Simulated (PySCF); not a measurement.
A small calculation by hand: entropy of an ideal gas

Be(SH)2 (BeH2S2), SMILES [Be]([SH])[SH].

Coordinates come from a r2SCAN-D4/def2-TZVP optimisation. The values are those of a single conformer.

r2SCAN-D4/def2-TZVP (PySCF 2.14.0) gives the harmonic wavenumbers 197, 198, 206, 362, 625, 628, 1034, 2676, 2677 cm⁻¹ and the rotational temperatures 6.8574, 0.1004, 0.1004 K. The molar mass is 75.15 g/mol, the symmetry number 2, the spin multiplicity 1.

Task: Work out the entropy at 298.15 K and 1 atm in the rigid-rotor, harmonic-oscillator model.

Result: 
Translation (Sackur–Tetrode at 1 atm): S = R[1.5 ln M + 2.5 ln T − 1.16487] = 162.6 J/(mol K).
Rotation: q = (√π/σ) T^1.5/√(θA θB θC) = 17400, S = R[ln q + 3/2] = 93.6 J/(mol K).
Vibration: with u = 1.4388 ν/T, each mode gives R[u/(e^u − 1) − ln(1 − e^−u)]:
```csv
ν (cm⁻¹),modes,u,S (J/(mol K))
197,1,0.95,9.04
198,1,0.96,9.00
206,1,0.99,8.70
362,1,1.75,4.66
625,1,3.02,1.71
628,1,3.03,1.69
1034,1,4.99,0.34
```
The stiffer modes add less than 0.005 each. Sum 35.1 J/(mol K).
Spin: R ln 1 = 0.0 J/(mol K).
Total 291.4 J/(mol K); the program's own thermochemistry gives 291.4. Translation makes up 56 % and vibration 12 %. Anharmonicity, hindered rotation and orbital degeneracy are left out.
